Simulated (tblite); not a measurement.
Isomers of C8H14OSi. Computed values, GFN2-xTB/tblite, gas phase, harmonic and unscaled. Against measured fundamentals such values can be off by several per cent, at times by over 20. Modes of hydrogen on silicon can be 10 to 20 % off. One conformer each.

Electronic energies: GFN2-xTB at the same geometries; isomer energies are rough at this level and their order can be wrong.

| SMILES | electronic energy, lowest = 0 (kJ/mol) |
| --- | --- |
| C=C[C@](C=O)(C[SiH3])C1CC1 | 117.6 |
| C=C[C@@](C=O)(C[SiH3])C(=C)C | 135.4 |
| COC1=C[C@H](C2CC2)[SiH2]C1 | 45.5 |
| CCOC1=C[SiH2][C@H]2C[C@@H]1C2 | 0.0 |

How do GFN2-xTB zero-point energies change the relative energies?

| SMILES | ZPE (kJ/mol) | of it from modes above 1550 cm⁻¹ | electronic (kJ/mol) | with ZPE, lowest = 0 (kJ/mol) | lowest mode (cm⁻¹) | rings |
| --- | --- | --- | --- | --- | --- | --- |
| CCOC1=C[SiH2][C@H]2C[C@@H]1C2 | 519.6 | 251.0 | 0.0 | 0.0 | 52 | 3 |
| COC1=C[C@H](C2CC2)[SiH2]C1 | 513.6 | 254.0 | 45.5 | 39.4 | 35 | 2 |
| C=C[C@](C=O)(C[SiH3])C1CC1 | 503.1 | 261.3 | 117.6 | 101.0 | 50 | 1 |
| C=C[C@@](C=O)(C[SiH3])C(=C)C | 494.5 | 271.2 | 135.4 | 110.3 | 34 | 0 |

The zero-point energies span 25.1 kJ/mol, from `C=C[C@@](C=O)(C[SiH3])C(=C)C` to `CCOC1=C[SiH2][C@H]2C[C@@H]1C2`. The order is unchanged.

What do entropy and thermal enthalpy add at 298.15 K and 1 bar (rigid rotor, harmonic oscillator, one conformer each)?

| SMILES | point group | symmetry number | S (J/(mol K)) | H − H(0) (kJ/mol) | ZPE + H − H(0) − TS (kJ/mol) |
| --- | --- | --- | --- | --- | --- |
| CCOC1=C[SiH2][C@H]2C[C@@H]1C2 | Cs | 1 | 418.9 | 30.39 | 425.1 |
| COC1=C[C@H](C2CC2)[SiH2]C1 | C1 | 1 | 444.4 | 32.61 | 413.7 |
| C=C[C@](C=O)(C[SiH3])C1CC1 | C1 | 1 | 447.3 | 34.08 | 403.8 |
| C=C[C@@](C=O)(C[SiH3])C(=C)C | C1 | 1 | 486.5 | 38.16 | 387.6 |
